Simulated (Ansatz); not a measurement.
Ansatz (a program for electronic structure) input (B3LYP-D3(BJ)/def2-TZVP):

Ansatz 0.2 input:
```yaml
crystal:
  periodic: [false, false, false]
  atoms:
    - {symbol: C, position_ang: [-1.94808577, 0.30992349, 0.25039090]}
    - {symbol: C, position_ang: [-1.60833114, -1.01390783, 0.29982029]}
    - {symbol: O, position_ang: [-0.28205442, -1.19551479, 0.12719660]}
    - {symbol: C, position_ang: [0.28839434, 0.05583041, -0.04452519]}
    - {symbol: C, position_ang: [-0.72164795, 0.96129621, 0.03069121]}
    - {symbol: C, position_ang: [1.72299767, 0.11043983, -0.24965494]}
    - {symbol: O, position_ang: [2.34567803, 1.13485397, -0.41206110]}
    - {symbol: H, position_ang: [-2.93176031, 0.73223706, 0.35733477]}
    - {symbol: H, position_ang: [-2.19178052, -1.90678239, 0.44708210]}
    - {symbol: H, position_ang: [2.21458903, -0.88166084, -0.24583456]}
basis:
  gaussian:
    orbitals: def2-TZVP
hamiltonian:
  xc: b3lyp
  dispersion: d3bj
magnetization: {spin_polarized: true, initial_magnetization: 1}
phonons: {temperatures: {t_min: 298.15, t_max: 298.15, t_step: 100}}
```

Output:

```
Functional definition: B3LYP
integrals: 0.16 GiB planned
1334 factors; their error is unknown
mean field: 1.94 GiB planned
mean field evaluation 1: about -9319.7254 eV, gradient 4.4e1 eV
mean field evaluation 2: about -9310.8564 eV, gradient 6.5e1 eV
mean field evaluation 4: about -9327.6275 eV, gradient 3.7e0 eV
mean field evaluation 8: about -9327.6849 eV, gradient 2.6e-1 eV
mean field evaluation 16: about -9327.6854 eV, gradient 2.5e-3 eV
mean field -9327.68536297 eV, -342.7861145569 hartree, gradient 3.5e-5 eV, S^2 0.759219; 0 other end points of the search recorded, 0 dependent functions left out
the calculation of the forces begins
reference -9327.68561970 eV, -342.7861239917 hartree; 25, 24 occupied and 210, 211 virtual orbitals, 1334 factors
these checks for a lower state are left out or cut short: stability, starts, cluster_reference, orbital_swaps, neighbouring_geometries, increment
integrals: 0.16 GiB planned
1334 factors; their error is unknown
mean field: 1.94 GiB planned
mean field evaluation 32: about -9327.6852 eV, gradient 2.8e-6 eV
mean field -9327.68515441 eV, -342.7861068926 hartree, gradient 2.8e-6 eV, S^2 0.759202; 0 other end points of the search recorded, 0 dependent functions left out
the calculation of the forces begins
reference -9327.68541115 eV, -342.7861163276 hartree; 25, 24 occupied and 210, 211 virtual orbitals, 1334 factors
these checks for a lower state are left out or cut short: stability, starts, cluster_reference, orbital_swaps, neighbouring_geometries, increment
integrals: 0.16 GiB planned
1334 factors; their error is unknown
mean field: 1.94 GiB planned
mean field -9327.68509810 eV, -342.7861048230 hartree, gradient 2.0e-6 eV, S^2 0.759235; 0 other end points of the search recorded, 0 dependent functions left out
the calculation of the forces begins
reference -9327.68535482 eV, -342.7861142576 hartree; 25, 24 occupied and 210, 211 virtual orbitals, 1334 factors
these checks for a lower state are left out or cut short: stability, starts, cluster_reference, orbital_swaps, neighbouring_geometries, increment
integrals: 0.16 GiB planned
1334 factors; their error is unknown
mean field: 1.94 GiB planned
mean field -9327.68525718 eV, -342.7861106691 hartree, gradient 2.0e-6 eV, S^2 0.759239; 0 other end points of the search recorded, 0 dependent functions left out
the calculation of the forces begins
reference -9327.68551390 eV, -342.7861201035 hartree; 25, 24 occupied and 210, 211 virtual orbitals, 1334 factors
these checks for a lower state are left out or cut short: stability, starts, cluster_reference, orbital_swaps, neighbouring_geometries, increment
integrals: 0.16 GiB planned
1334 factors; their error is unknown
mean field: 1.94 GiB planned
mean field -9327.68525279 eV, -342.7861105078 hartree, gradient 2.0e-6 eV, S^2 0.759198; 0 other end points of the search recorded, 0 dependent functions left out
the calculation of the forces begins
reference -9327.68550953 eV, -342.7861199430 hartree; 25, 24 occupied and 210, 211 virtual orbitals, 1334 factors
these checks for a lower state are left out or cut short: stability, starts, cluster_reference, orbital_swaps, neighbouring_geometries, increment
integrals: 0.16 GiB planned
1334 factors; their error is unknown
mean field: 1.94 GiB planned
mean field -9327.68530985 eV, -342.7861126047 hartree, gradient 2.4e-6 eV, S^2 0.759186; 0 other end points of the search recorded, 0 dependent functions left out
the calculation of the forces begins
reference -9327.68556657 eV, -342.7861220390 hartree; 25, 24 occupied and 210, 211 virtual orbitals, 1334 factors
these checks for a lower state are left out or cut short: stability, starts, cluster_reference, orbital_swaps, neighbouring_geometries, increment
integrals: 0.16 GiB planned
[...]
1334 factors; their error is unknown
mean field: 1.94 GiB planned
mean field evaluation 224: about -9327.6848 eV, gradient 4.2e-1 eV
mean field -9327.68525763 eV, -342.7861106857 hartree, gradient 2.4e-6 eV, S^2 0.759203; 0 other end points of the search recorded, 0 dependent functions left out
the calculation of the forces begins
reference -9327.68551439 eV, -342.7861201215 hartree; 25, 24 occupied and 210, 211 virtual orbitals, 1334 factors
these checks for a lower state are left out or cut short: stability, starts, cluster_reference, orbital_swaps, neighbouring_geometries, increment
integrals: 0.16 GiB planned
1334 factors; their error is unknown
mean field: 1.94 GiB planned
mean field -9327.68527602 eV, -342.7861113614 hartree, gradient 2.2e-6 eV, S^2 0.759235; 0 other end points of the search recorded, 0 dependent functions left out
the calculation of the forces begins
reference -9327.68553272 eV, -342.7861207951 hartree; 25, 24 occupied and 210, 211 virtual orbitals, 1334 factors
these checks for a lower state are left out or cut short: stability, starts, cluster_reference, orbital_swaps, neighbouring_geometries, increment
integrals: 0.16 GiB planned
1334 factors; their error is unknown
mean field: 1.94 GiB planned
mean field -9327.68523958 eV, -342.7861100223 hartree, gradient 3.0e-6 eV, S^2 0.759218; 0 other end points of the search recorded, 0 dependent functions left out
the calculation of the forces begins
reference -9327.68549627 eV, -342.7861194556 hartree; 25, 24 occupied and 210, 211 virtual orbitals, 1334 factors
these checks for a lower state are left out or cut short: stability, starts, cluster_reference, orbital_swaps, neighbouring_geometries, increment
integrals: 0.16 GiB planned
1334 factors; their error is unknown
mean field: 1.94 GiB planned
mean field -9327.68528962 eV, -342.7861118613 hartree, gradient 2.9e-6 eV, S^2 0.759220; 0 other end points of the search recorded, 0 dependent functions left out
the calculation of the forces begins
reference -9327.68554639 eV, -342.7861212976 hartree; 25, 24 occupied and 210, 211 virtual orbitals, 1334 factors
these checks for a lower state are left out or cut short: stability, starts, cluster_reference, orbital_swaps, neighbouring_geometries, increment
integrals: 0.16 GiB planned
1334 factors; their error is unknown
mean field: 1.94 GiB planned
mean field evaluation 256: about -9327.6853 eV, gradient 6.4e-3 eV
mean field -9327.68533587 eV, -342.7861135610 hartree, gradient 3.0e-6 eV, S^2 0.759219; 0 other end points of the search recorded, 0 dependent functions left out
the calculation of the forces begins
reference -9327.68559260 eV, -342.7861229958 hartree; 25, 24 occupied and 210, 211 virtual orbitals, 1334 factors
these checks for a lower state are left out or cut short: stability, starts, cluster_reference, orbital_swaps, neighbouring_geometries, increment
integrals: 0.16 GiB planned
1334 factors; their error is unknown
mean field: 1.94 GiB planned
mean field -9327.68535370 eV, -342.7861142161 hartree, gradient 3.0e-6 eV, S^2 0.759218; 0 other end points of the search recorded, 0 dependent functions left out
the calculation of the forces begins
reference -9327.68561043 eV, -342.7861236509 hartree; 25, 24 occupied and 210, 211 virtual orbitals, 1334 factors
these checks for a lower state are left out or cut short: stability, starts, cluster_reference, orbital_swaps, neighbouring_geometries, increment
integrals: 0.16 GiB planned
1334 factors; their error is unknown
mean field: 1.94 GiB planned
mean field -9327.68529980 eV, -342.7861122355 hartree, gradient 2.9e-6 eV, S^2 0.759219; 0 other end points of the search recorded, 0 dependent functions left out
the calculation of the forces begins
reference -9327.68555652 eV, -342.7861216699 hartree; 25, 24 occupied and 210, 211 virtual orbitals, 1334 factors
these checks for a lower state are left out or cut short: stability, starts, cluster_reference, orbital_swaps, neighbouring_geometries, increment
integrals: 0.16 GiB planned
1334 factors; their error is unknown
mean field: 1.94 GiB planned
mean field -9327.68533197 eV, -342.7861134175 hartree, gradient 3.0e-6 eV, S^2 0.759218; 0 other end points of the search recorded, 0 dependent functions left out
the calculation of the forces begins
reference -9327.68558871 eV, -342.7861228527 hartree; 25, 24 occupied and 210, 211 virtual orbitals, 1334 factors
these checks for a lower state are left out or cut short: stability, starts, cluster_reference, orbital_swaps, neighbouring_geometries, increment
integrals: 0.16 GiB planned
1334 factors; their error is unknown
mean field: 1.94 GiB planned
mean field evaluation 288: about -9327.6853 eV, gradient 3.1e-6 eV
mean field -9327.68533485 eV, -342.7861135235 hartree, gradient 3.1e-6 eV, S^2 0.759219; 0 other end points of the search recorded, 0 dependent functions left out
the calculation of the forces begins
reference -9327.68559160 eV, -342.7861229588 hartree; 25, 24 occupied and 210, 211 virtual orbitals, 1334 factors
these checks for a lower state are left out or cut short: stability, starts, cluster_reference, orbital_swaps, neighbouring_geometries, increment
integrals: 0.16 GiB planned
1334 factors; their error is unknown
mean field: 1.94 GiB planned
mean field -9327.68530139 eV, -342.7861122939 hartree, gradient 3.1e-6 eV, S^2 0.759218; 0 other end points of the search recorded, 0 dependent functions left out
the calculation of the forces begins
reference -9327.68555811 eV, -342.7861217282 hartree; 25, 24 occupied and 210, 211 virtual orbitals, 1334 factors
these checks for a lower state are left out or cut short: stability, starts, cluster_reference, orbital_swaps, neighbouring_geometries, increment
integrals: 0.16 GiB planned
1334 factors; their error is unknown
mean field: 1.94 GiB planned
mean field -9327.68535440 eV, -342.7861142420 hartree, gradient 2.9e-6 eV, S^2 0.759218; 0 other end points of the search recorded, 0 dependent functions left out
the calculation of the forces begins
reference -9327.68561117 eV, -342.7861236782 hartree; 25, 24 occupied and 210, 211 virtual orbitals, 1334 factors
these checks for a lower state are left out or cut short: stability, starts, cluster_reference, orbital_swaps, neighbouring_geometries, increment
integrals: 0.16 GiB planned
1334 factors; their error is unknown
mean field: 1.94 GiB planned
mean field -9327.68530004 eV, -342.7861122443 hartree, gradient 2.9e-6 eV, S^2 0.759220; 0 other end points of the search recorded, 0 dependent functions left out
the calculation of the forces begins
reference -9327.68555673 eV, -342.7861216776 hartree; 25, 24 occupied and 210, 211 virtual orbitals, 1334 factors
these checks for a lower state are left out or cut short: stability, starts, cluster_reference, orbital_swaps, neighbouring_geometries, increment
integrals: 0.16 GiB planned
1334 factors; their error is unknown
mean field: 1.94 GiB planned
mean field -9327.68532422 eV, -342.7861131330 hartree, gradient 3.0e-6 eV, S^2 0.759218; 0 other end points of the search recorded, 0 dependent functions left out
the calculation of the forces begins
reference -9327.68558099 eV, -342.7861225689 hartree; 25, 24 occupied and 210, 211 virtual orbitals, 1334 factors
these checks for a lower state are left out or cut short: stability, starts, cluster_reference, orbital_swaps, neighbouring_geometries, increment
integrals: 0.16 GiB planned
1334 factors; their error is unknown
mean field: 1.94 GiB planned
mean field evaluation 320: about -9327.6841 eV, gradient 4.0e-4 eV
mean field -9327.68531809 eV, -342.7861129076 hartree, gradient 2.9e-6 eV, S^2 0.759219; 0 other end points of the search recorded, 0 dependent functions left out
the calculation of the forces begins
reference -9327.68557479 eV, -342.7861223412 hartree; 25, 24 occupied and 210, 211 virtual orbitals, 1334 factors
Total energy: -9328.07642230 eV, -342.8004857224 hartree
Atom 0 at    -1.948086     0.309923     0.250391 Å, force     0.001031    -0.000560    -0.000103 eV/Å
Atom 1 at    -1.608331    -1.013908     0.299820 Å, force    -0.000343     0.000153     0.000037 eV/Å
Atom 2 at    -0.282054    -1.195515     0.127197 Å, force     0.000171     0.000458    -0.000057 eV/Å
Atom 3 at     0.288394     0.055830    -0.044525 Å, force    -0.000638    -0.000051     0.000093 eV/Å
Atom 4 at    -0.721648     0.961296     0.030691 Å, force    -0.000408     0.000220     0.000041 eV/Å
Atom 5 at     1.722998     0.110440    -0.249655 Å, force    -0.000214    -0.000474     0.000065 eV/Å
Atom 6 at     2.345678     1.134854    -0.412061 Å, force     0.000381    -0.000555    -0.000013 eV/Å
Atom 7 at    -2.931760     0.732237     0.357335 Å, force    -0.000066     0.000154    -0.000002 eV/Å
Atom 8 at    -2.191781    -1.906782     0.447082 Å, force    -0.000106    -0.000228     0.000032 eV/Å
Atom 9 at     2.214589    -0.881661    -0.245835 Å, force     0.000193     0.000884    -0.000092 eV/Å
Dipole moment:    -0.729287    -0.491886     0.138308 e Å
Vibrations: 155.10 203.89 240.00 488.16 597.96 628.84 756.08 760.05 868.86 881.09 959.57 1015.17 1082.48 1127.03 1170.47 1221.95 1380.48 1425.46 1476.30 1569.37 1761.44 2919.09 3258.96 3276.66 cm⁻¹, zero-point energy 1.811686 eV
```

It need not be the lowest isomer of its formula.
